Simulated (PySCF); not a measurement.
Can point charges reproduce the dipole moment of `C=C(Cl)[SiH](C)C`?

Coordinates (GFN2-xTB, Å) and charges (e) from the PBE0/pcSseg-1 density (PySCF):

```tsv
atom	x	y	z	Mulliken	IAO	Hirshfeld	ESP-fitted
C1	2.563	-0.310	-0.453	-0.0750	-0.3095	-0.1054	-0.3762
C2	1.301	-0.187	-0.824	-0.4908	-0.2688	-0.0712	-0.1397
Cl3	0.919	-0.198	-2.521	-0.1004	-0.0526	-0.0342	-0.0907
Si4	-0.222	0.017	0.300	+0.8914	+0.9268	+0.3712	+0.8042
C5	-1.440	-1.385	-0.098	-0.6174	-0.7199	-0.2156	-0.7126
C6	-1.003	1.708	-0.071	-0.6157	-0.7197	-0.2151	-0.6672
H7	3.378	-0.420	-1.149	+0.1274	+0.1621	+0.0502	+0.1981
H8	2.813	-0.303	0.594	+0.1230	+0.1616	+0.0533	+0.1721
H9	0.257	-0.061	1.689	-0.0926	-0.1341	-0.0811	-0.1755
H10	-1.721	-1.371	-1.148	+0.1471	+0.1620	+0.0384	+0.1704
H11	-1.006	-2.358	0.113	+0.1416	+0.1596	+0.0426	+0.1655
H12	-2.349	-1.293	0.489	+0.1366	+0.1558	+0.0427	+0.1761
H13	-0.321	2.520	0.166	+0.1415	+0.1593	+0.0425	+0.1528
H14	-1.264	1.795	-1.123	+0.1468	+0.1616	+0.0393	+0.1598
H15	-1.909	1.856	0.508	+0.1366	+0.1557	+0.0427	+0.1630
```

Form Σ q r in debye for every column and set it beside the full dipole.

The full density gives (-0.19, 0.09, 1.34) D, 1.35 D in size; dipole vectors point from the negative to the positive end.

```json
{"scheme": "Mulliken", "μx": "-0.34", "μy": "0.14", "μz": "3.25", "size (D)": "3.27", "share of the full size (%)": "241", "angle to the full dipole (°)": "3"}
{"scheme": "IAO", "μx": "-0.14", "μy": "0.06", "μz": "1.97", "size (D)": "1.97", "share of the full size (%)": "146", "angle to the full dipole (°)": "5"}
{"scheme": "Hirshfeld", "μx": "-0.03", "μy": "0.03", "μz": "0.69", "size (D)": "0.69", "share of the full size (%)": "51", "angle to the full dipole (°)": "6"}
{"scheme": "ESP-fitted", "μx": "-0.19", "μy": "0.09", "μz": "1.39", "size (D)": "1.40", "share of the full size (%)": "104", "angle to the full dipole (°)": "0"}
```

Which set comes closest?

Length of the difference vector: ESP-fitted 0.05 D, IAO 0.63 D, Hirshfeld 0.67 D, Mulliken 1.91 D. Closest: ESP-fitted. The schemes that divide the density aren't constrained to reproduce the dipole.

What is left for the Hirshfeld atoms' own dipoles?

The Hirshfeld atoms' densities add up to the full density, so μ = Σ q r + Σ (atomic dipoles). The atomic dipoles sum to (-0.19, 0.09, 1.34) − (-0.03, 0.03, 0.69) = (-0.16, 0.06, 0.65) D, 0.67 D in size.

With the origin at the mean of the coordinates, (0.000, 0.001, -0.235) Å, which are the largest single terms, by size, of the ESP-fitted dipole along the direction of the full one?

Si4 +2.17, H9 -1.57, H7 -1.35, C6 -1.34, C1 +1.09 D; all 15 atoms together +1.40 D. The single terms depend on the origin, their sum doesn't.

Give the size of the full dipole in other units.

1.35 D = 0.533 au = 0.282 e·Å = 4.52 × 10⁻³⁰ C·m.

Geometry: GFN2-xTB, one conformer, isolated molecule.

These values come from a run that also computed NMR shieldings. Time: 50 s of wall time (grids of density and orbitals included); peak memory 0.74 GiB. Hardware: Arm Neoverse N1, one thread, shared host with 64 logical CPUs at a one-minute load of 61.

Conformer computed: `[CH2:1]=[C:2]([Cl:3])[SiH:4]([CH3:5])[CH3:6]`: C1–C2–Si4–C5 -123°.
